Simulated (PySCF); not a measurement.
C₆H₁₂O.
Cartesian coordinates in Å at the GFN2-xTB level; atoms count from 1:
```
atom  x, y, z in Å
C1    -2.4498    1.0774   -0.7015
C2    -0.9934    0.7920   -0.4950
C3    -0.5508   -0.3005    0.1227
C4    -1.4570   -1.3656    0.6706
O5     0.7603   -0.6194    0.3512
C6     1.7618    0.2738   -0.0821
C7     3.1097   -0.2890    0.3419
H8    -3.0291    0.8359    0.1878
H9    -2.5973    2.1286   -0.9347
H10   -2.8502    0.4889   -1.5286
H11   -0.3082    1.5227   -0.8942
H12   -0.8502   -2.1626    1.0906
H13   -2.0896   -1.7708   -0.1165
H14   -2.1009   -0.9619    1.4502
H15    1.6033    1.2637    0.3690
H16    1.7212    0.3810   -1.1758
H17    3.2533   -1.2732   -0.0953
H18    3.1505   -0.3815    1.4236
H19    3.9067    0.3699    0.0088
```

A PySCF run (density fitting, gas phase, GFN2-xTB geometry) gave HOMO -6.10 eV, LUMO 0.77 eV, dipole 0.63 D and E = -310.485 Eh.

Question: Which of these levels was it?
A. PBE0/pcSseg-1
B. PBE0/3-21G
C. KT3/6-31G
D. PBE0/def2-SVPD
E. BP86/pcSseg-1

Answer: D. It is PBE0/def2-SVPD. All candidates on this geometry:

| level and settings | kind | basis functions | SCF cycles | E (Eh) | HOMO (eV) | LUMO (eV) | dipole (D) |
| --- | --- | --- | --- | --- | --- | --- | --- |
| BP86/pcSseg-1, level shift 0.1 Eh, energy threshold 1e-06 Eh | GGA | 179 | 8 | -311.0249 | -4.97 | 0.18 | 0.58 |
| KT3/6-31G | GGA | 87 | 14 | -315.8185 | -4.68 | 0.64 | 0.70 |
| PBE0/def2-SVPD | global hybrid | 239 | 14 | -310.4848 | -6.10 | 0.77 | 0.63 |
| PBE0/pcSseg-1 | global hybrid | 179 | 14 | -310.6535 | -6.06 | 1.27 | 0.61 |
| PBE0/3-21G | global hybrid | 87 | 14 | -308.9962 | -5.73 | 1.74 | 0.64 |

The nearest other candidate, by the summed differences of HOMO and LUMO, is PBE0/pcSseg-1: its HOMO differs by +0.04 eV and its LUMO by +0.50 eV. Cycle counts include a coarse-grid stage where the run had one. KT3 was designed for NMR shieldings or shifts; total energies of different functionals aren't comparable.
